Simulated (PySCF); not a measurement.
Runs that did not reach their result, on `S(CC#[O+])(=O)(=O)C` (driver script around PySCF, density fitting, GFN2-xTB geometry as the base; each input is a line of settings and coordinates in Å).

Command:
```bash
OMP_NUM_THREADS=1 python probes_run.py task.json out
```
Input:
```
{"job": {"kind": "uv", "xc": "wB97X-D", "basis": "ANO-RCC-VDZP", "nstates": 6, "ntriplets": 0, "tda": false, "scf": {"diis": false, "aux": "def2-universal-jfit", "max_cycle": 70}}, "charge": 1, "multiplicity": 1}
C     -1.678531     0.629098    -0.152698
S     -0.155600     0.407953     0.760909
O     -0.271632    -0.518378     1.819992
O      0.605807     1.592247     0.865673
C      0.923353    -0.667194    -0.626115
C      2.111394    -0.884239    -0.025694
O      3.063986    -1.011573     0.556860
H     -2.341601     1.199433     0.495150
H     -2.118376    -0.339639    -0.357769
H     -1.477463     1.196737    -1.053480
H      0.988967    -0.029297    -1.505540
H      0.350895    -1.575833    -0.803315
```

Output:
```
final grid: 105856 points
cycle   1  E = -739.6777629800  dE =  2.451e+00  |g| = 1.368e+00  |ddm| = 5.065e+00
cycle   2  E = -738.9499392439  dE =  7.278e-01  |g| = 2.487e+00  |ddm| = 2.934e+00
cycle   3  E = -738.0439101343  dE =  9.060e-01  |g| = 3.195e+00  |ddm| = 3.789e+00
cycle   4  E = -731.7377641734  dE =  6.306e+00  |g| = 6.253e+00  |ddm| = 6.634e+00
cycle   5  E = -715.7244020342  dE =  1.601e+01  |g| = 7.993e+00  |ddm| = 1.151e+01
cycle   6  E = -653.5499389950  dE =  6.217e+01  |g| = 1.403e+01  |ddm| = 1.662e+01
cycle   7  E = -670.2297522747  dE = -1.668e+01  |g| = 1.115e+01  |ddm| = 1.810e+01
cycle   8  E = -618.8007289778  dE =  5.143e+01  |g| = 1.418e+01  |ddm| = 1.956e+01
cycle   9  E = -667.9520277331  dE = -4.915e+01  |g| = 1.192e+01  |ddm| = 2.064e+01
cycle  10  E = -601.8689577137  dE =  6.608e+01  |g| = 1.414e+01  |ddm| = 2.412e+01
... (50 lines left out)
cycle  61  E = -273.8754510525  dE =  2.440e+02  |g| = 1.580e+01  |ddm| = 1.007e+02
cycle  62  E = -517.8968908075  dE = -2.440e+02  |g| = 1.056e+01  |ddm| = 1.007e+02
cycle  63  E = -273.8754510525  dE =  2.440e+02  |g| = 1.580e+01  |ddm| = 1.007e+02
cycle  64  E = -517.8968908075  dE = -2.440e+02  |g| = 1.056e+01  |ddm| = 1.007e+02
cycle  65  E = -273.8754510525  dE =  2.440e+02  |g| = 1.580e+01  |ddm| = 1.007e+02
cycle  66  E = -517.8968908075  dE = -2.440e+02  |g| = 1.056e+01  |ddm| = 1.007e+02
cycle  67  E = -273.8754510525  dE =  2.440e+02  |g| = 1.580e+01  |ddm| = 1.007e+02
cycle  68  E = -517.8968908075  dE = -2.440e+02  |g| = 1.056e+01  |ddm| = 1.007e+02
cycle  69  E = -273.8754510525  dE =  2.440e+02  |g| = 1.580e+01  |ddm| = 1.007e+02
cycle  70  E = -517.8968908075  dE = -2.440e+02  |g| = 1.056e+01  |ddm| = 1.007e+02
SCF not converged, last energy = -517.8968908075
```

The run took about 2.2 min of CPU time (one thread, shared machine).

Diagnose the run.

The energy swings between two values 240 Eh apart, cycle after cycle, with a gradient of 1.1e+01 at cycle 70; DIIS was off. Go back to DIIS and the usual fitting basis. Its energy and orbitals aren't self-consistent and shouldn't be used.

Input:
```
{"job": {"kind": "nmr", "xc": "HCTH407", "basis": "6-311G**", "pop": false, "scf": {"max_cycle": 68}}, "charge": 1, "multiplicity": 1}
C     -3.172424     1.188995    -0.288599
S     -0.294084     0.771031     1.438118
O     -0.513384    -0.979734     3.439785
O      1.144975     3.009347     1.636122
C      1.745137    -1.260997    -1.183357
C      3.990535    -1.671212    -0.048562
O      5.790934    -1.911873     1.052465
H     -4.425626     2.266928     0.935833
H     -4.003731    -0.641918    -0.676183
H     -2.792405     2.261833    -1.991077
H      1.869148    -0.055371    -2.845471
H      0.663192    -2.978324    -1.518265
```

Output:
```
final grid: 105856 points
cycle   1  E = -734.3694328476  dE =  4.417e+00  |g| = 3.011e+00  |ddm| = 2.084e+00
cycle   2  E = -662.1609604120  dE =  7.221e+01  |g| = 7.850e+00  |ddm| = 1.026e+01
cycle   3  E = -717.0389925820  dE = -5.488e+01  |g| = 5.150e+00  |ddm| = 9.402e+00
cycle   4  E = -734.6383549825  dE = -1.760e+01  |g| = 2.771e+00  |ddm| = 4.742e+00
cycle   5  E = -728.0195615642  dE =  6.619e+00  |g| = 4.298e+00  |ddm| = 4.020e+00
cycle   6  E = -730.2260107792  dE = -2.206e+00  |g| = 3.019e+00  |ddm| = 2.327e+00
cycle   7  E = -732.0126517375  dE = -1.787e+00  |g| = 2.865e+00  |ddm| = 1.302e+00
cycle   8  E = -728.3551172690  dE =  3.658e+00  |g| = 3.955e+00  |ddm| = 2.843e+00
cycle   9  E = -729.7051649333  dE = -1.350e+00  |g| = 3.525e+00  |ddm| = 2.754e+00
cycle  10  E = -730.4071578646  dE = -7.020e-01  |g| = 3.136e+00  |ddm| = 3.062e+00
... (48 lines left out)
cycle  59  E = -703.2236040955  dE =  1.294e+01  |g| = 5.803e+00  |ddm| = 5.840e+00
cycle  60  E = -707.5161783753  dE = -4.293e+00  |g| = 5.823e+00  |ddm| = 1.282e+00
cycle  61  E = -703.9628622363  dE =  3.553e+00  |g| = 5.562e+00  |ddm| = 1.300e+00
cycle  62  E = -718.2585469816  dE = -1.430e+01  |g| = 5.978e+00  |ddm| = 4.673e+00
cycle  63  E = -724.0793087934  dE = -5.821e+00  |g| = 4.991e+00  |ddm| = 3.665e+00
cycle  64  E = -723.9075282243  dE =  1.718e-01  |g| = 4.642e+00  |ddm| = 2.536e+00
cycle  65  E = -722.4741422425  dE =  1.433e+00  |g| = 5.243e+00  |ddm| = 3.245e+00
cycle  66  E = -723.2498965386  dE = -7.758e-01  |g| = 4.960e+00  |ddm| = 4.389e+00
cycle  67  E = -682.9838508990  dE =  4.027e+01  |g| = 7.053e+00  |ddm| = 7.547e+00
cycle  68  E = -721.0970517571  dE = -3.811e+01  |g| = 4.124e+00  |ddm| = 6.682e+00
SCF not converged, last energy = -721.0970517571
```

Rough CPU time on one thread of a shared machine: about 1.9 min.

What went wrong, and what mends it?

The SCF did not converge in 68 cycles: the last printed gradient is 4.1e+00 and the last change of energy -3.8e+01 Eh. The coordinates are the GFN2-xTB ones scaled by 1.89. Go back to the unaltered geometry; if that fails, try a level shift or a second-order solver. Its energy and orbitals aren't self-consistent and shouldn't be used.

Shape of the structure used: `[CH3:1][S:2](=[O:3])(=[O:4])[CH2:5][C:6]#[O+:7]`: C1–S2–C5–C6 180°.

Note: wB97X-D ran without an empirical dispersion term, which enters the total energy and its gradient alone.
